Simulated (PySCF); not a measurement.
Compound: C₆H₉N₃.
Z-matrix (Å and degrees, PBE0-D3(BJ)/def2-SVP geometry), rows numbered from 1:
```
C 
C   1  1.3320
N   2  1.3993  1  124.25
N   3  1.3248  2  120.95  1  -179.97
C   4  1.3246  3  104.41  2   179.96
C   5  1.4863  4  122.99  3  -179.97
C   5  1.4218  4  107.84  3     0.02
C   7  1.4861  5  129.10  4  -179.98
N   3  1.3214  2  123.68  1    -0.04
H   1  1.0903  2  119.58  3   179.90
H   1  1.0913  2  121.00  3    -0.15
H   2  1.0909  1  124.40  3  -179.87
H   6  1.1016  5  111.36  4   118.91
H   6  1.0975  5  109.99  4    -1.28
H   6  1.1015  5  111.32  4  -121.50
H   8  1.1015  7  111.30  5   -59.04
H   8  1.1016  7  111.30  5    60.49
H   8  1.0976  7  110.02  5  -179.30
```

NICS is the negative of the GIAO shielding at a point without a nucleus: at the ring centre (0) and 1 Å above and below it (1); zz is the component along the ring normal. Level: GIAO B97-2/pcSseg-1 (PySCF, non-relativistic, gas phase) on the PBE0-D3(BJ)/def2-SVP geometry, one conformer.

Ring bond lengths (Å): N3–N4 1.325, N4–C5 1.325, C5–C7 1.422, C7–N9 1.325, N9–N3 1.321.

Question: What do the NICS probes read (ppm)?

Answer: 
```
          ring                                                 type  NICS(0)  NICS(1), two faces  NICS(1)zz, two faces  rms pucker (Å)  centre to ring atoms, mean (Å)
N3–N4–C5–C7–N9  5-membered ring with 3 N; formal bonds all aromatic    -10.7       -12.1 / -12.1         -28.2 / -28.2            0.00                            1.14
```

Question: What do they say, and how far can they be read as aromaticity?

Answer: 
- N3–N4–C5–C7–N9: mean NICS(1)zz -28.2 ppm, shielded. For a flat ring without four-coordinate atoms the NICS criterion counts such a value as aromatic.

Question: What does the geometric index give? HOMA = 1 − mean of α(R − Ropt)² over the ring bonds, with Krygowski's 1993 parameters (CC: Ropt 1.388 Å, α 257.7 Å⁻²; CN: Ropt 1.334 Å, α 93.52 Å⁻²; NN: Ropt 1.309 Å, α 130.33 Å⁻²).

Answer: 
- N3–N4–C5–C7–N9: HOMA 0.93; the largest term is that of C5–C7, α(R − Ropt)² = 0.29. The geometric and the magnetic index point the same way.

Question: What field does 11.7 T along the ring normal induce along that normal at the first NICS(1) probe listed for ring N3–N4–C5–C7–N9, 1 Å off the ring?

Answer: NICSzz × B0 = -28.2 ppm × 11.7 T = -330 μT, against the applied field.

Question: How do the values depend on the level or the medium?

Answer: 
```tsv
level	NICS(0), N3–N4–C5–C7–N9	mean NICS(1)zz, N3–N4–C5–C7–N9
B97-2/pcSseg-1, gas	-10.7	-28.2
PBE0/pcSseg-1, gas	-10.7	-28.4
PBE0/pcSseg-1, IEF-PCM acetonitrile	-10.6	-28.2
PBE0/pcSseg-1, IEF-PCM tetrahydrofuran	-10.6	-28.3
```

The geometry is the same throughout; the continuum's cavity takes Bondi-type radii × 1.2.

The run took 32 s wall on Arm Neoverse V2, one thread (shared host), and the process peaked at 0.90 GiB of memory. This is the whole shielding run at B97-2/pcSseg-1, SCF included.
